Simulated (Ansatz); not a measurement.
C$_{2}$HF$_{2}$Ge (`C#[C][Ge]([F])[F]`) radical, relaxed with UKS PBE0-D4/def2-TZVP in the Gaussian-basis code of Ansatz from a PBE-D4/def2-SVP geometry. The force threshold is 0.005 eV/Å; the program also tests the step.

The species carries charge 0 and has multiplicity 2.

Start:

```xyz
6

C     0.071    1.756   -0.461
C     0.078    0.556   -0.193
Ge    0.352   -1.324    0.003
F    -1.155   -2.141   -0.383
F     0.624   -1.665    1.705
H     0.030    2.818   -0.670
```

Task: How much energy does the relaxation release, and in how many steps? (Estimate.)

Result: The calculation gave: 0.06 eV, in 6 steps.

Task: Which bonds change most? (An estimate is asked.)

Result: Computed: Ge3–F4 from 1.757 to 1.728 Å; Ge3–F5 from 1.757 to 1.728 Å; C1–C2 from 1.230 to 1.206 Å; C2–Ge3 from 1.909 to 1.892 Å.

Task: Give the relaxed structure. (An estimate is asked.)

Result: Computed: 
```xyz
6

C     0.069    1.732   -0.454
C     0.089    0.553   -0.202
Ge    0.346   -1.310    0.004
F    -1.138   -2.111   -0.372
F     0.610   -1.643    1.679
H     0.025    2.779   -0.655
```
